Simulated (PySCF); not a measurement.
# Bromine: a sound run and one with changed settings

Sound run: Br [Ar] 3d10 4s2 4p5, Br⁺ [Ar] 3d10 4s2 4p4. Calculation: PySCF 2.14, in 6-31G* (5s4p3d, 32 functions); no relativity, point nucleus. The sound run starts from symmetry-adapted Hartree-Fock orbitals and uses a fine grid where one is needed.

A second run was set up differently.

| species | method | sound run (hartree) | changed run (hartree) | converged |
| --- | --- | --- | --- | --- |
| Br | UHF | -2572.08381 | -2572.08381 | yes |
| Br | MN15 | -2574.13016 | -2574.18217 | yes |
| Br | r2SCAN | -2573.77728 | -2576.62218 | yes |
| Br⁺ | UHF | -2571.68804 | -2571.68804 | yes |
| Br⁺ | MN15 | -2573.69940 | -2573.75167 | yes |
| Br⁺ | r2SCAN | -2573.34048 | -2576.19776 | yes |

Ionisation energy of Br:

| method | sound run (eV) | changed run (eV) |
| --- | --- | --- |
| UHF | 10.769 | 10.769 |
| MN15 | 11.721 | 11.714 |

Q: What was changed?
A. too few SCF iterations
B. angular grid far too coarse
C. a valence shell is frozen
D. minimal basis

A: B. It used 6 angular points. A coarse angular grid integrates products of high-l functions wrongly, so density functionals can shift, and the SCF can exploit the error; Hartree-Fock and MP2 need no grid.
